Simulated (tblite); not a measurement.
What does the GFN2-xTB structure of `CO[C@@H](C)[C@H]([O])O` [radical] look like in three dimensions? (Doublet state.)

```xyz
16
C4H9O3 angstrom
C      1.9934    0.6427    0.1305
O      0.9594   -0.0410    0.8032
C     -0.0768   -0.5135    0.0531
C     -0.8210   -1.6003    0.7923
C     -1.2123    0.7295   -0.2878
O     -2.2060    0.2134   -0.8647
O     -0.4987    1.7046   -0.9925
H      2.7749    0.8129    0.8687
H      1.6338    1.5996   -0.2576
H      2.3859    0.0434   -0.6978
H      0.2263   -0.8100   -0.9587
H     -1.7843   -1.7670    0.3196
H     -0.2379   -2.5189    0.7703
H     -0.9678   -1.3036    1.8270
H     -1.3473    1.1157    0.7441
H     -0.8291    1.7015   -1.9021
```

Any rigid rotation of these coordinates is as good. Atoms count from 1 in this order. The 4 C–O bonds span 1.260 Å (C5–O6, drawn single) to 1.410 Å (C1–O2, drawn single), a spread of 0.150 Å. Of the pairs four or more bonds apart, O7···H9 is among the closest relative to their van der Waals radii: 2.26 Å, 83 % of the sum of Bondi's values. The 2 C–C bonds span 1.510 Å (C3–C4, drawn single) to 1.718 Å (C3–C5, drawn single), a spread of 0.208 Å. O2 (oxygen bonded to 2 C) is bent (angle 117.6°).

Bonds between heavy atoms (Å): C1–O2 1.410, O2–C3 1.364, C3–C4 1.510, C3–C5 1.718, C5–O6 1.260, C5–O7 1.399.

Computed geometry: GFN2-xTB, gas phase. This method treats the open shell by occupation alone, without spin polarisation.

Point group: C1 (no symmetry element, even within 0.4 Å). Its GFN2-xTB frequencies are all real (lowest 64 cm⁻¹). Torsions: C1–O2–C3–C4 160°, O2–C3–C5–O6 -174°, C3–C5–O7–H 111°.

The run took 0.36 s wall on an Arm Neoverse V2 with one thread, shared host. That covers the optimisation of the geometry.

One conformer stands for the species.
